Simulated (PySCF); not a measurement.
Saddle point of GePH7, closed shell (GeH₄ + PH₃ → GePH₅ ([PH2][GeH3]) + H₂; bonds formed: Ge1–P7, H2–H6; bonds broken: Ge1–H2, H6–P7), PBE0-D4/def2-TZVP structure:

Ge1  (-0.874, 0.781, -0.289)
H2  (-0.695, -1.083, -0.337)
H3  (-1.534, 0.725, -1.689)
H4  (-1.928, 0.814, 0.826)
H5  (-0.090, 2.112, -0.287)
H6  (-0.019, -1.618, 0.289)
P7  (1.108, -0.558, 0.759)
H8  (2.460, -0.471, 1.297)
H9  (1.571, -0.703, -0.569)
(Å)

Energies are electronic, without zero-point energy. Barriers and step energies count from the start structure reached by relaxing down the imaginary mode; all methods use the PBE0-D4 structures, on which another method's saddle can fall below an end. Computed with PySCF 2.14 with density fitting (its default auxiliary sets; JK sets also for MP2 and CCSD(T)) (basis: def2-TZVPP, with def2-QZVPP for the basis limit); correlated methods freeze the cores. Filled d shells of the heavier atoms are correlated. The def2 sets are not built for correlating such inner shells, so the correlated values are less sure here. B3LYP uses VWN-RPA correlation. Extrapolation: Hartree–Fock as exp(−7.88 √X), correlation as X^−2.97.

```json
{"method": "SPW92", "barrier (kJ/mol)": "188.1", "step energy (kJ/mol)": "0.6"}
{"method": "PBE-D4", "barrier (kJ/mol)": "?", "step energy (kJ/mol)": "-7.1"}
{"method": "r2SCAN-D4", "barrier (kJ/mol)": "?", "step energy (kJ/mol)": "-3.5"}
{"method": "PBE0-D4", "barrier (kJ/mol)": "238.7", "step energy (kJ/mol)": "-3.0"}
{"method": "B3LYP-D4", "barrier (kJ/mol)": "253.2", "step energy (kJ/mol)": "1.6"}
{"method": "BHLYP-D4", "barrier (kJ/mol)": "285.9", "step energy (kJ/mol)": "6.7"}
{"method": "wB97M-V", "barrier (kJ/mol)": "269.9", "step energy (kJ/mol)": "3.1"}
{"method": "HF", "barrier (kJ/mol)": "?", "step energy (kJ/mol)": "20.0"}
{"method": "MP2", "barrier (kJ/mol)": "266.5", "step energy (kJ/mol)": "-3.8"}
{"method": "CCSD", "barrier (kJ/mol)": "287.8", "step energy (kJ/mol)": "7.2"}
{"method": "CCSD(T)", "barrier (kJ/mol)": "271.6", "step energy (kJ/mol)": "3.1"}
```

(1) Fill in the withheld barriers. (An estimate is asked for; the value comes from the calculation.)

No T1 diagnostic of these runs exceeds 0.014. The end structure is not quite a true minimum (one mode of 40i cm⁻¹).

Answers

(1) Computed: HF 359.1; PBE-D4 211.5; r2SCAN-D4 235.2 kJ/mol. Each is the energy of the saddle less that of the start structure, by the same method.

For comparison, the barrier by CCSD(T) at an estimated basis limit (MP2 extrapolated from triple and quadruple zeta, plus CCSD(T) − MP2 in triple zeta) is 267.5 kJ/mol.

Labels in which every atom is bracketed show which atoms are joined, not bond orders.

For scale, one of the runs: CCSD(T)/def2-TZVPP, 188 basis functions, launched by `OMP_NUM_THREADS=4 python run.py`. Hardware: 4 CPU threads of an Arm Neoverse V2, shared host. Wall time 5 min; peak host memory 2.1 GiB.
